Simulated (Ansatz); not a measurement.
Cost and result for the atomization energy of C$_{6}$H$_{3}$In, SMILES `C#[C][In]([C]#C)[C]#C` (10 atoms, 9 bonds).

```xyz
10

C     0.7788   -0.6988    3.1086
C     0.4917   -0.4418    1.9636
In   -0.0003   -0.0003   -0.0004
C     1.0497   -0.8813   -1.5547
C     1.6621   -1.3951   -2.4606
C    -1.5421    1.3225   -0.4097
C    -2.4408    2.0940   -0.6479
H     1.0322   -0.9257    4.1194
H     2.2027   -1.8486   -3.2602
H    -3.2342    2.7750   -0.8581
```

Total charge 0; spin multiplicity 1. Correlated methods include outer-core shells of In, which these sets cover unevenly. In: def2 effective core potential. The structure was optimised at the PBE0-D4/def2-TZVP level. Program: Ansatz. All runs use 2 threads of an AMD EPYC 7R13 on a shared host and a share of an NVIDIA H100 80 GB. Times are those of one run each, without the atoms' runs, and a repeat can differ threefold. Electronic energies, without spin–orbit coupling; frozen cores. CCSD(T)/CBS adds CCSD(T) − MP2 in def2-TZVPP to the MP2 limit, and its time is that of the two runs behind it. T1 = 0.015. With those shells the extrapolation isn't a true limit. HSE06 is the plane-wave form, built on full-range PBE exchange.

CCSD(T)/CBS is a level of theory with its own doubt, some kJ/mol a heavy atom from the limit and from the frozen cores, so smaller differences don't rank the functionals.

```csv
level,functions,wall time
PBE0-D4/def2-TZVPP,278,3.3 s
BLYP-D4/def2-TZVPP,278,3.7 s
revPBE-D4/def2-TZVPP,278,4.2 s
B97M-V/def2-TZVPP,278,4.4 s
B2PLYP/def2-TZVPP,278,5.5 s
CCSD(T)/def2-SVP,125,6.5 s
ωB97X-V/def2-TZVPP,278,7 s
MP2/def2-QZVPP,514,7.5 s
CAM-B3LYP-D4/def2-TZVPP,278,8 s
HSE06-D4/def2-TZVPP,278,8.5 s
PBE-QIDH/def2-TZVPP,278,10 s
CCSD(T)/def2-TZVPP,278,12 s
CCSD(T)/CBS(def2),–,20 s
```

(1) What atomization energy does each give, and how far from CCSD(T)/CBS? (Estimate.)

## Answers

(1) Computed: 
```
                  level  atomization (kJ/mol)  difference from CCSD(T)/CBS  per bond
     PBE0-D4/def2-TZVPP                4496.9                         28.8       3.2
     BLYP-D4/def2-TZVPP                4458.8                         -9.3      -1.0
   revPBE-D4/def2-TZVPP                4473.6                          5.5       0.6
      B97M-V/def2-TZVPP                4449.0                        -19.1      -2.1
      B2PLYP/def2-TZVPP                4433.3                        -34.8      -3.9
       CCSD(T)/def2-SVP                4259.2                       -208.9     -23.2
     ωB97X-V/def2-TZVPP                4446.5                        -21.6      -2.4
         MP2/def2-QZVPP                4594.2                        126.1      14.0
CAM-B3LYP-D4/def2-TZVPP                4448.4                        -19.7      -2.2
    HSE06-D4/def2-TZVPP                4500.8                         32.7       3.6
    PBE-QIDH/def2-TZVPP                4473.5                          5.4       0.6
     CCSD(T)/def2-TZVPP                4356.0                       -112.1     -12.5
      CCSD(T)/CBS(def2)                4468.1                          0.0       0.0
```

From PBE to PBE0 (25 % exact exchange), in def2-TZVPP and without D4, the atomization energy moves by −124.0 kJ/mol: exact exchange takes away binding that semilocal exchange gives to molecules. In def2-TZVPP, CCSD(T) changes the Hartree–Fock value by +1196.6 kJ/mol (the triples alone add +113.9 kJ/mol) and MP2 by +1368.5 kJ/mol; breaking electron pairs costs correlation energy, which Hartree–Fock lacks. The D4 term adds +36.4 kJ/mol with B3LYP and +19.4 kJ/mol with PBE0; it sums over pairs of atoms, weighted by their polarisabilities, and B3LYP, whose exchange is more repulsive, gets the larger term.

B3LYP here is the variant with VWN-RPA as its local correlation; programs differ in this.

Spin–orbit coupling would lower the free In atoms strongly, and the atomization energy with them, by more than many differences here.
